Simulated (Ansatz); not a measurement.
`C[SiH2][TeH]` + `C=N` → `C=N[SiH2]C` + H₂Te at 500 K and 1 bar (ligand exchange at the Si–Te bond).

Computed with Ansatz on PBE0-D4/def2-TZVP structures; ΔE is electronic, products minus reactants. CBS: MP2 limit from def2 TZ/QZ plus the TZ coupled-cluster correction, frozen cores. This one scheme is used for every species. def2 core potentials past Kr. For Te outer-core shells are correlated without core-valence functions, which leaves a few kJ/mol of doubt a bond. Each species was taken in one conformer, which may not be the lowest.

```
       species  CCSD(T)/CBS energy (Eh)  H − E (kJ/mol)  S (J/(mol·K))
`C[SiH2][TeH]`               -598.49179           199.8          390.8
         `C=N`                -94.52360           124.2          249.5
  `C=N[SiH2]C`               -424.09492           264.0          380.9
          H₂Te               -268.91024            48.9          247.6
```

H − E and S are ideal-gas, rigid-rotor, harmonic terms from PBE0-D4/def2-TZVP, for one conformer and one mirror image of each species. 1 Eh = 2625.50 kJ/mol, R = 8.31446 J/(mol·K).

Problem. By hand: ΔE, ΔH, ΔS and ΔG.

Solution. ΔE = (-424.09492) + (-268.91024) − (-598.49179) − (-94.52360) = 0.01023 Eh = 26.9 kJ/mol. Δ(H − E) = 264.0 + 48.9 − 199.8 − 124.2 = -11.1, so ΔH = 15.8 kJ/mol. ΔS = 380.9 + 247.6 − 390.8 − 249.5 = -11.8 J/(mol·K). ΔG = 15.8 − 500 × (-11.8)/1000 = 21.7 kJ/mol.

Problem. By hand: the equilibrium constant, and the temperature at which ΔG would vanish if ΔH and ΔS stayed fixed.

Solution. log₁₀ K = −ΔG/(RT ln 10) = -2.3. ΔH and −TΔS have one sign here, so there is no such temperature.

TΔS isn't small against ΔH here. A doubt of 5 kJ/mol in ΔE shifts log₁₀ K by 0.5 here. Other conformers and mirror images would add mixing entropy, several J/(mol·K) or more a flexible species. These are equilibria of isolated gas molecules and say nothing of rates. Largest T1 diagnostic: 0.012 (customary marks: 0.02 for closed shells, 0.045 for open ones).

ΔS is within the doubt of such terms, so its sign, and with it that verdict, could turn.
